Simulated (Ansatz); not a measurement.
```xyz
10

N     0.327   -0.143   -1.621
Ge   -0.103   -0.207    0.132
N     0.957    0.928    1.030
O    -1.739    0.189    0.658
F     0.057   -1.902    0.508
H     0.144    0.736   -2.081
H    -0.024   -0.909   -2.176
H     1.950    0.826    0.884
H     0.741    1.065    2.006
H    -2.309   -0.583    0.660
```

The species carries charge 0 and has multiplicity 1.

(1) List the r2SCAN/def2-TZVPP orbital energies in eV (the Gaussian-basis code of Ansatz). (Estimate.)

## Answers

(1) Ansatz gave: Occupied: -10835.09, -1350.01, -1200.09, -1200.05, -1200.05, -665.20, -515.74, -385.21, -385.19, -168.42, -118.18, -118.09, -118.06, -31.98, -31.55, -31.47, -31.36, -31.35, -29.46, -25.85, -22.54, -22.05, -14.36, -12.86, -12.70, -11.89, -10.89, -10.53, -9.89, -9.25, -8.70, -7.96, -6.88, -6.71. Lowest empty: -0.25, 1.44, 1.52, 1.81, 2.85, 3.01, 3.11, 3.80.
